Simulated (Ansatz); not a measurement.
Calculation: PBE0-D3(BJ)/def2-SVP in Ansatz (a program for electronic structure). No frequencies were computed at this level.

Ansatz 0.2 input:
```yaml
crystal:
  periodic: [false, false, false]
  atoms:
    - { symbol: C, position_ang: [-1.983536, 0.586428, -0.205762] }
    - { symbol: N, position_ang: [-0.906597, -0.155504, 0.404741] }
    - { symbol: C, position_ang: [-1.140324, -1.578575, 0.354971] }
    - { symbol: In, position_ang: [1.082047, 0.389999, -0.083375] }
    - { symbol: N, position_ang: [2.510878, -1.108737, 0.022616] }
    - { symbol: N, position_ang: [1.683173, 2.324979, 0.342075] }
    - { symbol: H, position_ang: [-2.209559, 0.262965, -1.234602] }
    - { symbol: H, position_ang: [-2.893425, 0.452567, 0.391089] }
    - { symbol: H, position_ang: [-1.730767, 1.649021, -0.211291] }
    - { symbol: H, position_ang: [-1.34689, -1.951483, -0.661132] }
    - { symbol: H, position_ang: [-2.007427, -1.82124, 0.980113] }
    - { symbol: H, position_ang: [-0.266181, -2.093935, 0.758058] }
    - { symbol: H, position_ang: [2.364039, -1.858735, -0.646741] }
    - { symbol: H, position_ang: [3.430047, -0.723638, -0.172783] }
    - { symbol: H, position_ang: [0.946096, 3.007202, 0.19327] }
    - { symbol: H, position_ang: [2.468427, 2.618687, -0.231249] }
basis:
  gaussian: { orbitals: def2-svp }
hamiltonian:
  xc: pbe0
  dispersion: d3bj
relax:
  max_steps: 150
```

Output:

```
Functional definition: PBE0
1729 factors; integrals over basis functions are off by at most 3.2e-4 eV
mean field evaluation 1: about -11849.3720 eV, gradient 9.0e1 eV
mean field evaluation 2: about -11818.0099 eV, gradient 1.4e2 eV
mean field evaluation 4: about -11867.3211 eV, gradient 8.1e0 eV
mean field evaluation 8: about -11867.5121 eV, gradient 7.5e-1 eV
mean field evaluation 16: about -11867.5135 eV, gradient 5.3e-5 eV
mean field -11867.51348177 eV, -436.1230763655 hartree, gradient 5.3e-5 eV, S^2 0.000000; 0 other end points of the search recorded, 0 dependent functions left out
reference -11867.51351950 eV, -436.1230777522 hartree; 32, 32 occupied and 114, 114 virtual orbitals, 1729 factors
relax step   1: F+E_penalty+E_count = -11867.81115031 eV  Δ(F+E_penalty+E_count) = +0.000e0 eV  max|allowed force component| = 9.248e-1 eV/Å  Δτ_max = 0.0000 Å  (28 SCF iters, accepted)
these checks for a lower state are left out or cut short: starts, cluster_reference, orbital_swaps, neighbouring_geometries, increment
1729 factors; integrals over basis functions are off by at most 3.3e-4 eV
mean field -11867.65696378 eV, -436.1283492320 hartree, gradient 1.8e-5 eV, S^2 0.000000; 0 other end points of the search recorded, 0 dependent functions left out
reference -11867.65700149 eV, -436.1283506180 hartree; 32, 32 occupied and 114, 114 virtual orbitals, 1729 factors
relax step   2: F+E_penalty+E_count = -11867.95265740 eV  Δ(F+E_penalty+E_count) = -1.415e-1 eV  max|allowed force component| = 4.580e-1 eV/Å  Δτ_max = 0.1317 Å  (32 SCF iters, accepted)
these checks for a lower state are left out or cut short: starts, cluster_reference, orbital_swaps, neighbouring_geometries, increment
1729 factors; integrals over basis functions are off by at most 3.3e-4 eV
mean field evaluation 32: about -11867.6811 eV, gradient 2.6e-5 eV
mean field -11867.68106277 eV, -436.1292348536 hartree, gradient 2.6e-5 eV, S^2 0.000000; 0 other end points of the search recorded, 0 dependent functions left out
reference -11867.68110015 eV, -436.1292362274 hartree; 32, 32 occupied and 114, 114 virtual orbitals, 1729 factors
relax step   3: F+E_penalty+E_count = -11867.97966075 eV  Δ(F+E_penalty+E_count) = -2.700e-2 eV  max|allowed force component| = 5.884e-1 eV/Å  Δτ_max = 0.1071 Å  (31 SCF iters, accepted)
these checks for a lower state are left out or cut short: starts, cluster_reference, orbital_swaps, neighbouring_geometries, increment
1729 factors; integrals over basis functions are off by at most 3.3e-4 eV
mean field -11867.65263406 eV, -436.1281901178 hartree, gradient 2.6e-5 eV, S^2 0.000000; 0 other end points of the search recorded, 0 dependent functions left out
reference -11867.65267075 eV, -436.1281914663 hartree; 32, 32 occupied and 114, 114 virtual orbitals, 1729 factors
relax step   4: F+E_penalty+E_count = -11867.95001630 eV  Δ(F+E_penalty+E_count) = +2.964e-2 eV  max|allowed force component| = 7.720e-1 eV/Å  Δτ_max = 0.2000 Å  (30 SCF iters, rejected (line search))
these checks for a lower state are left out or cut short: starts, cluster_reference, orbital_swaps, neighbouring_geometries, increment
1729 factors; integrals over basis functions are off by at most 3.3e-4 eV
mean field -11867.70251361 eV, -436.1300231573 hartree, gradient 1.0e-5 eV, S^2 0.000000; 0 other end points of the search recorded, 0 dependent functions left out
reference -11867.70255074 eV, -436.1300245221 hartree; 32, 32 occupied and 114, 114 virtual orbitals, 1729 factors
relax step   5: F+E_penalty+E_count = -11867.99980242 eV  Δ(F+E_penalty+E_count) = -2.014e-2 eV  max|allowed force component| = 1.702e-1 eV/Å  Δτ_max = 0.0982 Å  (31 SCF iters, accepted)
these checks for a lower state are left out or cut short: starts, cluster_reference, orbital_swaps, neighbouring_geometries, increment
1729 factors; integrals over basis functions are off by at most 3.3e-4 eV
mean field -11867.70753275 eV, -436.1302076075 hartree, gradient 9.0e-6 eV, S^2 0.000000; 0 other end points of the search recorded, 0 dependent functions left out
reference -11867.70756974 eV, -436.1302089669 hartree; 32, 32 occupied and 114, 114 virtual orbitals, 1729 factors
relax step   6: F+E_penalty+E_count = -11868.00508093 eV  Δ(F+E_penalty+E_count) = -5.279e-3 eV  max|allowed force component| = 6.945e-2 eV/Å  Δτ_max = 0.0767 Å  (29 SCF iters, accepted)
these checks for a lower state are left out or cut short: starts, cluster_reference, orbital_swaps, neighbouring_geometries, increment
1729 factors; integrals over basis functions are off by at most 3.3e-4 eV
mean field -11867.71159778 eV, -436.1303569946 hartree, gradient 1.1e-5 eV, S^2 0.000000; 0 other end points of the search recorded, 0 dependent functions left out
reference -11867.71163465 eV, -436.1303583495 hartree; 32, 32 occupied and 114, 114 virtual orbitals, 1729 factors
relax step   7: F+E_penalty+E_count = -11868.00923620 eV  Δ(F+E_penalty+E_count) = -4.155e-3 eV  max|allowed force component| = 1.081e-1 eV/Å  Δτ_max = 0.1092 Å  (30 SCF iters, accepted)
these checks for a lower state are left out or cut short: starts, cluster_reference, orbital_swaps, neighbouring_geometries, increment
1729 factors; integrals over basis functions are off by at most 3.3e-4 eV
mean field evaluation 64: about -11867.7127 eV, gradient 8.6e-5 eV
mean field -11867.71272439 eV, -436.1303983966 hartree, gradient 7.1e-6 eV, S^2 0.000000; 0 other end points of the search recorded, 0 dependent functions left out
reference -11867.71276116 eV, -436.1303997479 hartree; 32, 32 occupied and 114, 114 virtual orbitals, 1729 factors
relax step   8: F+E_penalty+E_count = -11868.01051958 eV  Δ(F+E_penalty+E_count) = -1.283e-3 eV  max|allowed force component| = 1.056e-1 eV/Å  Δτ_max = 0.0751 Å  (30 SCF iters, accepted)
these checks for a lower state are left out or cut short: starts, cluster_reference, orbital_swaps, neighbouring_geometries, increment
1729 factors; integrals over basis functions are off by at most 3.3e-4 eV
mean field -11867.71330429 eV, -436.1304197076 hartree, gradient 8.7e-6 eV, S^2 0.000000; 0 other end points of the search recorded, 0 dependent functions left out
reference -11867.71334104 eV, -436.1304210581 hartree; 32, 32 occupied and 114, 114 virtual orbitals, 1729 factors
relax step   9: F+E_penalty+E_count = -11868.01095351 eV  Δ(F+E_penalty+E_count) = -4.339e-4 eV  max|allowed force component| = 7.181e-2 eV/Å  Δτ_max = 0.0605 Å  (30 SCF iters, accepted)
these checks for a lower state are left out or cut short: starts, cluster_reference, orbital_swaps, neighbouring_geometries, increment
1729 factors; integrals over basis functions are off by at most 3.3e-4 eV
mean field -11867.71386762 eV, -436.1304404095 hartree, gradient 5.8e-6 eV, S^2 0.000000; 0 other end points of the search recorded, 0 dependent functions left out
reference -11867.71390433 eV, -436.1304417586 hartree; 32, 32 occupied and 114, 114 virtual orbitals, 1729 factors
relax step  10: F+E_penalty+E_count = -11868.01149963 eV  Δ(F+E_penalty+E_count) = -5.461e-4 eV  max|allowed force component| = 4.031e-2 eV/Å  Δτ_max = 0.0186 Å  (31 SCF iters, accepted)
these checks for a lower state are left out or cut short: starts, cluster_reference, orbital_swaps, neighbouring_geometries, increment
1729 factors; integrals over basis functions are off by at most 3.3e-4 eV
mean field -11867.71394490 eV, -436.1304432497 hartree, gradient 1.3e-5 eV, S^2 0.000000; 0 other end points of the search recorded, 0 dependent functions left out
reference -11867.71398159 eV, -436.1304445980 hartree; 32, 32 occupied and 114, 114 virtual orbitals, 1729 factors
relax step  11: F+E_penalty+E_count = -11868.01163213 eV  Δ(F+E_penalty+E_count) = -1.325e-4 eV  max|allowed force component| = 3.134e-3 eV/Å  Δτ_max = 0.0112 Å  (26 SCF iters, accepted)
these checks for a lower state are left out or cut short: starts, cluster_reference, orbital_swaps, neighbouring_geometries, increment
1729 factors; integrals over basis functions are off by at most 3.3e-4 eV
mean field -11867.71401299 eV, -436.1304457518 hartree, gradient 2.5e-5 eV, S^2 0.000000; 0 other end points of the search recorded, 0 dependent functions left out
reference -11867.71404965 eV, -436.1304470991 hartree; 32, 32 occupied and 114, 114 virtual orbitals, 1729 factors
relax step  12: F+E_penalty+E_count = -11868.01168289 eV  Δ(F+E_penalty+E_count) = -5.076e-5 eV  max|allowed force component| = 8.319e-3 eV/Å  Δτ_max = 0.0170 Å  (24 SCF iters, accepted)
these checks for a lower state are left out or cut short: starts, cluster_reference, orbital_swaps, neighbouring_geometries, increment
1729 factors; integrals over basis functions are off by at most 3.3e-4 eV
mean field evaluation 96: about -11867.7140 eV, gradient 1.7e-1 eV
mean field -11867.71407673 eV, -436.1304480942 hartree, gradient 5.4e-6 eV, S^2 0.000000; 0 other end points of the search recorded, 0 dependent functions left out
reference -11867.71411336 eV, -436.1304494403 hartree; 32, 32 occupied and 114, 114 virtual orbitals, 1729 factors
relax step  13: F+E_penalty+E_count = -11868.01172194 eV  Δ(F+E_penalty+E_count) = -3.906e-5 eV  max|allowed force component| = 1.110e-2 eV/Å  Δτ_max = 0.0271 Å  (31 SCF iters, accepted)
these checks for a lower state are left out or cut short: starts, cluster_reference, orbital_swaps, neighbouring_geometries, increment
1729 factors; integrals over basis functions are off by at most 3.3e-4 eV
mean field -11867.71409184 eV, -436.1304486498 hartree, gradient 1.7e-5 eV, S^2 0.000000; 0 other end points of the search recorded, 0 dependent functions left out
reference -11867.71412846 eV, -436.1304499954 hartree; 32, 32 occupied and 114, 114 virtual orbitals, 1729 factors
relax step  14: F+E_penalty+E_count = -11868.01173550 eV  Δ(F+E_penalty+E_count) = -1.356e-5 eV  max|allowed force component| = 8.348e-3 eV/Å  Δτ_max = 0.0083 Å  (24 SCF iters, accepted)
these checks for a lower state are left out or cut short: starts, cluster_reference, orbital_swaps, neighbouring_geometries, increment
1729 factors; integrals over basis functions are off by at most 3.3e-4 eV
mean field -11867.71410529 eV, -436.1304491437 hartree, gradient 5.4e-6 eV, S^2 0.000000; 0 other end points of the search recorded, 0 dependent functions left out
reference -11867.71414188 eV, -436.1304504885 hartree; 32, 32 occupied and 114, 114 virtual orbitals, 1729 factors
relax step  15: F+E_penalty+E_count = -11868.01176348 eV  Δ(F+E_penalty+E_count) = -2.798e-5 eV  max|allowed force component| = 4.386e-3 eV/Å  Δτ_max = 0.0219 Å  (32 SCF iters, accepted)
1729 factors; integrals over basis functions are off by at most 3.3e-4 eV
mean field evaluation 128: about -11867.7141 eV, gradient 3.9e-3 eV
mean field -11867.71410529 eV, -436.1304491437 hartree, gradient 5.4e-6 eV, S^2 0.000000; 1 other end points of the search recorded, 0 dependent functions left out
reference -11867.71414188 eV, -436.1304504885 hartree; 32, 32 occupied and 114, 114 virtual orbitals, 1729 factors
Total energy: -11868.01180007 eV, -436.1413892252 hartree
Atom 0 at    -1.904641     0.638754    -0.075182 Å, force     0.002600    -0.001770    -0.000464 eV/Å
Atom 1 at    -0.786782    -0.251575     0.036341 Å, force    -0.001260     0.004274     0.001039 eV/Å
Atom 2 at    -1.154804    -1.635789     0.098846 Å, force    -0.000791    -0.000325    -0.000515 eV/Å
Atom 3 at     1.145688     0.377873     0.044151 Å, force    -0.000071    -0.000088    -0.000045 eV/Å
Atom 4 at     2.586689    -1.045778     0.276956 Å, force    -0.001341     0.001727    -0.000054 eV/Å
Atom 5 at     1.504258     2.380775     0.168117 Å, force    -0.003104     0.000368    -0.001019 eV/Å
Atom 6 at    -2.509790     0.453488    -0.989404 Å, force     0.000505     0.000430     0.000354 eV/Å
Atom 7 at    -2.602230     0.547958     0.785169 Å, force     0.000646    -0.000557    -0.000232 eV/Å
Atom 8 at    -1.578951     1.690664    -0.111343 Å, force    -0.000552    -0.000921     0.000787 eV/Å
Atom 9 at    -1.700254    -1.976131    -0.808308 Å, force    -0.000297    -0.000471    -0.001030 eV/Å
Atom 10 at    -1.818473    -1.854319     0.962979 Å, force    -0.000303     0.000354     0.000124 eV/Å
Atom 11 at    -0.269296    -2.281983     0.207740 Å, force     0.000459    -0.000879     0.000685 eV/Å
Atom 12 at     2.383365    -1.938531    -0.166013 Å, force     0.001216     0.000326     0.000130 eV/Å
Atom 13 at     3.526378    -0.770616     0.002844 Å, force    -0.000704    -0.001342    -0.000190 eV/Å
Atom 14 at     0.780263     2.974294    -0.229605 Å, force     0.004386    -0.002249     0.000893 eV/Å
Atom 15 at     2.398581     2.690919    -0.203289 Å, force    -0.001389     0.001122    -0.000465 eV/Å
Dipole moment:     0.137132     0.043580    -0.443443 e Å
```

Cost: roughly 3 core-minutes.
